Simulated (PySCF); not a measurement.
Property card for Mo(CH)Cl3, `[CH]#[Mo]([Cl])([Cl])[Cl]`

Compound: Mo(CH)Cl3, CHCl₃Mo (singlet state).
Structure used (PBE0-D3(BJ)/def2-SVP), in Å, numbered top down from 1:
```xyz
6
CHCl3Mo angstrom
Mo    -0.045   -0.001   -0.481
C      0.122    0.004    1.209
H      0.232    0.006    2.297
Cl     2.084   -0.006   -1.223
Cl    -1.195    1.890   -0.907
Cl    -1.198   -1.893   -0.894
```

**PBE0-D3(BJ)/def2-SVP geometry optimisation, gas phase, def2 core potentials past Kr (PySCF)**

- Point group: C3v
- Rotational constants A, B, C: 1.593, 1.577, 1.004 GHz

wB97X-D/def2-SVPD ground state and vertical TDDFT (core frozen in the response) (PySCF):

* Dipole moment: 1.69 D
* HOMO energy: -10.07 eV
* LUMO energy: -1.88 eV
* HOMO–LUMO gap: 8.19 eV
* Lowest singlet excitation: 2.78 eV (446 nm, f = 0.000)
* Lowest triplet excitation (Tamm–Dancoff): 2.55 eV
* Static isotropic polarisability: 92.9 au

From B3LYP/pcSseg-1 (def2-TZVP on Mo) ground state and GIAO shieldings (PySCF):

- 13C chemical shifts (computed TMS as zero) by class: 360.0 (C2) ppm
- 1H chemical shifts (computed TMS as zero) by class: 7.20 (H3) ppm

Monoisotopic mass (most abundant isotopes): 215.8198 u.

The rotational constants are those of an oblate symmetric top; the small spread among constants that symmetry makes equal is optimisation noise. The 10 singlets span 2.78 to 5.19 eV, and their oscillator strengths add up to 0.05. A dipole of 1.69 D is allowed in C3v, and pure rotational transitions are dipole-allowed. In atomic units the dipole is 0.66 e·bohr (1 au = 2.5417 D). S1 lies 5.41 eV below the HOMO–LUMO gap.

Atoms past krypton carry effective core potentials; spin–orbit coupling is left out. Atoms bound to Mo lack the heavy atom's spin–orbit term in their shielding, so their NMR values are less reliable.
